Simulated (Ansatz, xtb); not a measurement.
**Two structures of C3H7BOS**

We compare I, a singlet given by its coordinates, with II, a singlet given by its coordinates. Both are isolated molecules in the gas phase, relaxed with PBE-D3(BJ)/def2-SVP.

I (Å):

```yaml
atoms:
  - { symbol: C, position_ang: [-0.6591, 0.9529, -0.1728] }
  - { symbol: C, position_ang: [0.7027, 1.6387, -0.3269] }
  - { symbol: C, position_ang: [-1.1247, 2.3146, 0.3574] }
  - { symbol: B, position_ang: [-1.3964, -0.1896, -0.9347] }
  - { symbol: O, position_ang: [0.2144, 2.8477, 0.2849] }
  - { symbol: S, position_ang: [-0.8053, -0.5004, 1.0387] }
  - { symbol: H, position_ang: [-0.7685, -0.9188, -1.6796] }
  - { symbol: H, position_ang: [-2.6141, -0.1797, -0.9471] }
  - { symbol: H, position_ang: [0.4171, -1.0433, 0.7699] }
  - { symbol: H, position_ang: [0.9941, 1.7843, -1.3946] }
  - { symbol: H, position_ang: [1.5674, 1.1963, 0.2181] }
  - { symbol: H, position_ang: [-1.8276, 2.8292, -0.3391] }
  - { symbol: H, position_ang: [-1.5501, 2.3476, 1.3850] }
```

Close contacts (Å): C1–C2 1.53, C1–C3 1.53, C1–B4 1.56, C1–S6 1.90, C2–O5 1.44, C3–O5 1.44, B4–S6 2.08, C2–H10 1.12, C2–H11 1.11, C3–H12 1.12, C3–H13 1.11, B4–H7 1.22, B4–H8 1.22, S6–H9 1.36.

II (Å):

```xyz
13

C    -0.1621    0.8341    1.9925
C    -1.5309    0.1897    1.8302
C    -0.7661   -0.7840    0.9169
B     0.5228    1.9518    2.8260
O     0.4110    0.0803    1.0251
S     0.7080    0.3902    4.0658
H     1.6414    2.2535    2.4456
H    -0.1980    2.8164    3.2950
H    -0.4883    0.5200    4.7071
H    -2.2182    0.8657    1.2800
H    -2.0426   -0.2071    2.7243
H    -1.0891   -0.8939   -0.1369
H    -0.5482   -1.7746    1.3667
```

Close contacts (Å): C1–C2 1.52, C1–B4 1.55, C1–O5 1.35, C1–S6 2.29, C2–C3 1.54, C3–O5 1.46, B4–S6 2.00, C2–H10 1.11, C2–H11 1.10, C3–H12 1.11, C3–H13 1.11, B4–H7 1.22, B4–H8 1.22, S6–H9 1.36.

Energies in hartree; the thermal terms are from GFN2-xTB frequencies at re-optimised GFN2-xTB minima (ideal gas, soft modes damped towards free rotors, one conformer each, 298.15 K, 1 atm) and include the zero-point energy:

|  | I | II |
| --- | --- | --- |
| E, CCSD(T)/def2-SVP | −615.299089 | −615.309226 |
| E, MP2/def2-SVP | −615.208211 | −615.216216 |
| E, MP2/def2-TZVPP | −615.799178 | −615.806477 |
| zero-point energy | 0.095028 | 0.095216 |
| H(298 K) − E | 0.102501 | 0.102727 |
| G(298 K) − E | 0.064759 | 0.065018 |

**Question.** Correct the CCSD(T) difference for the basis set by the MP2 change, then work out ΔE, ΔE₀, ΔH and ΔG for I → II in kcal/mol (1 Eh = 627.51 kcal/mol) and the equilibrium ratio [II]/[I].

**Answer.** 1. Differences II − I: CCSD(T) −0.010137, MP2 in the small set −0.008005, MP2 in the large set −0.007299 Eh.
2. ΔE = −0.010137 + (−0.007299 − (−0.008005)) = −0.009431 Eh = −5.92 kcal/mol.
3. ΔE₀ = ΔE + ΔZPE = −0.009431 + (+0.000188) Eh = −5.80 kcal/mol.
4. ΔH = ΔE + (+0.000226) Eh = −5.78 kcal/mol.
5. ΔG = ΔE + (+0.000259) Eh = −5.76 kcal/mol, so ΔS = (ΔH − ΔG)/T = −0.3 J/(mol K).
6. kT = 0.9442 mEh, so K = [II]/[I] = exp(−ΔG/kT) = exp(+9.71) ≈ 1.7 × 10^4.

Structure II is favoured at this temperature. An error of 1 kcal/mol in ΔG would change K by a factor of 5.4. Mirror images and further conformers aren't counted.

Other levels gave ΔE = −10.3 (PBE-D3(BJ)/def2-SVP); −4.4 (HF/def2-SVP); −5.0 (MP2/def2-SVP); −6.4 (CCSD(T)/def2-SVP) kcal/mol. The correlated steps freeze 10 core orbitals. Programs: Ansatz 0.2.0, xtb 6.7.1.
